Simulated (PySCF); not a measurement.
**$^{17}$O chemical shifts**

[PySCF: NMR shieldings at PBE0/pcSseg-1/GIAO; GFN2-xTB structure; non-relativistic Hamiltonian; a single conformation; isolated molecule; equivalent nuclei averaged]

Shieldings were converted by a linear fit to measured shifts: $^{17}$O (scatter 10.7 ppm rms, 12.2 ppm with the 3 outliers that the fit left out vs liquid water, solution or neat liquid). Occasional misses reach two or three times the rms, and more in compound classes unlike the fitted ones.

Problem. Give the $^{17}$O shifts of `CC(=O)[SiH2]O[SiH2][SiH2]F`, `CCC1=C[SiH2]C=CO1`, `CO[Si@@H](O)CO/C=C/F`, `F[C@H]1CO[C@@H](O[SiH3])OC1`, `CO[SiH2][Si](C#N)(OC)OC`, `C=CCC(=C=O)[SiH2]C`.

Solution. 
| compound | environment | δ (ppm) |
| --- | --- | --- |
| [CH3:1][C:2](=[O:3])[SiH2:4][O:5][SiH2:6][SiH2:7][F:8] | O3: carbonyl oxygen | 670.8 |
| [CH3:1][C:2](=[O:3])[SiH2:4][O:5][SiH2:6][SiH2:7][F:8] | O5: oxygen bonded to 2 Si | -45.1 |
| CCC1=C[SiH2]C=CO1 | ether oxygen | 157.1 |
| [CH3:1][O:2][Si@@H:3]([OH:4])[CH2:5][O:6]/[CH:7]=[CH:8]/[F:9] | O6: ether oxygen | 22.5 |
| [CH3:1][O:2][Si@@H:3]([OH:4])[CH2:5][O:6]/[CH:7]=[CH:8]/[F:9] | O4: oxygen bonded to Si, H | -4.9 |
| [CH3:1][O:2][Si@@H:3]([OH:4])[CH2:5][O:6]/[CH:7]=[CH:8]/[F:9] | O2: oxygen bonded to C, Si | -19.0 |
| [F:1][C@H:2]1[CH2:3][O:4][C@@H:5]([O:6][SiH3:7])[O:8][CH2:9]1 | O4/8: ether oxygen (×2) | 44.3 |
| [F:1][C@H:2]1[CH2:3][O:4][C@@H:5]([O:6][SiH3:7])[O:8][CH2:9]1 | O6: oxygen bonded to C, Si | 23.9 |
| [CH3:1][O:2][SiH2:3][Si:4]([C:5]#[N:6])([O:7][CH3:8])[O:9][CH3:10] | O7/9: oxygen bonded to C, Si (×2) | -7.3 |
| [CH3:1][O:2][SiH2:3][Si:4]([C:5]#[N:6])([O:7][CH3:8])[O:9][CH3:10] | O2: oxygen bonded to C, Si | -54.0 |
| C=CCC(=C=O)[SiH2]C | carbonyl oxygen | 252.8 |
